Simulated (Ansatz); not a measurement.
Consider the cleavage of the Si–Si bond: `OC[SiH](O)[SiH3]` + H₂S → `OC[SiH](O)S` + SiH₄.

Computed with Ansatz on PBE0-D4/def2-TZVP structures; ΔE is electronic, products minus reactants. CCSD(T)/CBS is the MP2 limit (def2-TZVPP, def2-QZVPP) plus CCSD(T) − MP2 in def2-TZVPP, frozen cores. This one scheme is used for every species. Functionals use def2-TZVPP. B3LYP here is the variant with VWN-RPA as its local correlation; programs differ in this. One conformer a species, not always the lowest.

```json
{"level": "r2SCAN-D4", "ΔE (kcal/mol)": "-19.4"}
{"level": "B3LYP-D4", "ΔE (kcal/mol)": "-19.1"}
{"level": "ωB97X-V", "ΔE (kcal/mol)": "-19.3"}
{"level": "PBE", "ΔE (kcal/mol)": "-16.8"}
```

(1) What does CCSD(T)/CBS give? (An estimate is asked.)

Largest T1 diagnostic among the species: 0.012.

Results:

(1) Ansatz gave: -19.6 kcal/mol. The listed levels differ from it by 0.2, 0.5, 0.3, 2.8 kcal/mol.

From PBE to PBE0 (25 % exact exchange), in def2-TZVPP and without D4, ΔE moves by −1.1 kcal/mol.
